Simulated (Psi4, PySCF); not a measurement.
H3Al, charge +1, doublet, at a GFN2-xTB geometry (such geometries of metal compounds can be far from the true shape) (a state made from the parent by changing its charge; the spin is typed, not shown lowest), atoms displaced at random by about 0.08 Å a coordinate. Base run: R2SCAN/6-31G, gradient (PySCF).

Input for PySCF:
```python
from pyscf import gto, scf, dft

mol = gto.Mole()
mol.atom = '''
    Al    0.11461056    0.01561365   -0.09098532
    H     0.63023920   -0.39177617    1.27022341
    H    -0.33028494    1.56454430   -0.32171966
    H    -0.31666199   -1.11858384   -1.24606933
'''
mol.basis = '6-31g'
mol.charge = 1
mol.spin = 1
mol.verbose = 4
mol.build()

mf = dft.UKS(mol)
mf.xc = 'r2scan'
mf.kernel()
g = mf.nuc_grad_method()
grad = g.kernel()
```

Programs used: Psi4, PySCF; a row that names a program was run with it.

The coordinate followed is x of atom 1.

Variants of this job, named by their change:

| change | dE/dx (Eh/bohr) | net force (Eh/bohr) | outcome |
|---|---|---|---|
| base | -0.005551 | 0.000187 | converged |
| finite difference step (bohr) = 1e-3; conv_tol = 1e-11 | -0.005537 | - | converged |
| grids.level = 5; grid_response = off | -0.005531 | 0.000055 | converged |
| density fitting = on | - | - | not converged |
| conv_tol = 1e-4 | -0.006846 | 0.000198 | converged |
| grids.level = 1; grid_response = on | -0.005521 | 0.000000 | converged |
| code = psi4 | -0.005536 | 0.000112 | converged |
| finite difference step (bohr) = 1e-4; conv_tol = 1e-11 | -0.005537 | - | converged |
| finite difference step (bohr) = 0.2; conv_tol = 1e-11 | -0.004216 | - | converged |
| grids.level = 0; grid_response = on | -0.007173 | 0.000000 | converged |
| finite difference step (bohr) = 0.01; conv_tol = 1e-11 | -0.005532 | - | converged |
| grids.level = 1; grid_response = off | -0.005804 | 0.001051 | converged |

The net force is zero for an exact gradient.

Open shells are given as the SCF converged; they aren't shown to be the lowest states, and a large step between rows can be another state.
